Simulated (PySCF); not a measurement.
A structure optimised at PBE0-D3(BJ)/def2-SVP, used in a PySCF frequency run:

```xyz
5

O     -1.3736     0.5164     0.0000
S     -0.0901    -0.0889     0.0000
O      0.3315    -1.4381     0.0000
O      1.1116     0.8703     0.0000
H      0.8843     1.8327     0.0000
```
Charge +1, spin multiplicity 1.

Q: Write its SMILES, formula and point group.

A: O=S(=O)=[OH+], HO₃S, Cs

Q: What are its rotational constants (standard atomic weights)?

A: 9.8561, 9.2654, 4.7758 GHz
